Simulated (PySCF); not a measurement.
Estimate the missing entries of this data sheet.

Compound: C8H15NSi2.
Cartesian coordinates in Å at the PBE0-D3(BJ)/def2-SVP level; atoms count from 1:
```xyz
26
C8H15NSi2 angstrom
C     -4.282    0.156   -1.045
N     -3.036   -0.081   -0.363
C     -2.823   -1.457    0.013
Si    -2.158    1.189    0.432
C     -0.320    0.809    0.339
C      0.234    0.282   -0.838
C      1.597    0.016   -0.930
C      2.457    0.270    0.151
Si     4.304   -0.047    0.011
C      1.902    0.791    1.328
C      0.536    1.054    1.421
H     -4.353   -0.463   -1.959
H     -5.169   -0.081   -0.422
H     -4.362    1.209   -1.353
H     -1.829   -1.587    0.467
H     -2.868   -2.118   -0.873
H     -3.577   -1.827    0.737
H     -2.514    2.447   -0.293
H     -2.477    1.392    1.889
H     -0.419    0.065   -1.689
H      1.997   -0.401   -1.859
H      4.554   -1.188   -0.922
H      4.868   -0.367    1.358
H      5.020    1.154   -0.522
H      2.541    0.988    2.194
H      0.129    1.450    2.356
```

```csv
property,level,value
point group,PBE0-D3(BJ)/def2-SVP,?
"rotational constants A, B, C",PBE0-D3(BJ)/def2-SVP,"2.328, 0.338, 0.318 GHz"
dipole moment,B3LYP/def2-SVPD,1.01 D
HOMO energy,B3LYP/def2-SVPD,-6.18 eV
LUMO energy,B3LYP/def2-SVPD,-1.25 eV
lowest singlet excitation,TDDFT B3LYP/def2-SVPD,"4.21 eV (295 nm, f = 0.002)"
strongest line among the 10 lowest singlet transitions,TDDFT B3LYP/def2-SVPD,?
lowest triplet excitation (Tamm–Dancoff),TDA B3LYP/def2-SVPD,?
static isotropic polarisability,B3LYP/def2-SVPD,162.6 au
electronic spatial extent ⟨r²⟩ about the centre of nuclear charge,B3LYP/def2-SVPD,3561 bohr²
13C chemical shifts (computed TMS as zero) by class,GIAO PBE/pcSseg-1,?
1H chemical shifts (computed TMS as zero) by class,GIAO PBE/pcSseg-1,"7.67 (H20/H26), 7.63 (H21/H25), 5.30 (H18/H19), 4.58 (H22/H23/H24), 2.59 (H12/H13/H14/H15/H16/H17) ppm"
"isotropic shieldings of nuclei other than C and H, by class",GIAO PBE/pcSseg-1,?
```

Gas-phase values; electronic properties from PySCF, density fitting. Geometry: PBE0-D3(BJ)/def2-SVP, one conformer, isolated molecule. NMR classes are plain means over equivalent atoms (diastereotopic ones count apart unless rotation or inversion swaps them), as if these changed places fast; in this geometry the members of some classes differ.

Question: What are the 13C chemical shifts (computed TMS as zero) by class?

Answer: 138.7 (C5), 138.7 (C7/C10), 138.2 (C6/C11), 134.2 (C8), 41.6 (C1/C3) ppm.

Question: The isotropic shieldings of nuclei other than C and H, by class?

Answer: 238 (N2), 356 (Si4), 402 (Si9) ppm.

Question: Give the point group.

Answer: C1.

Question: What is the lowest triplet excitation (Tamm–Dancoff)?

Answer: 3.91 eV.

Question: The strongest line among the 10 lowest singlet transitions?

Answer: S4 at 5.53 eV (224 nm, f = 0.193).

The largest Löwdin shares of the LUMO are 0.19 on C8, 0.19 on C5, 0.10 on C10 and 0.10 on C6. The polarisability is 24.10 Å³ as a volume (1 au = 0.148185 Å³), or 1.66 au for each of the 98 electrons. No computed singlet falls in the visible range (750 to 380 nm, 1.65 to 3.26 eV); S1 lies 0.95 eV above its blue end. The vertical singlet–triplet gap S1 − T1 is 0.30 eV (TDDFT singlet less Tamm–Dancoff triplet; S1: HOMO→LUMO, weight 0.99; T1: HOMO−1→LUMO, weight 0.68). The largest Löwdin shares of the HOMO are 0.54 on N2, 0.09 on C1, 0.08 on C3 and 0.07 on Si4.
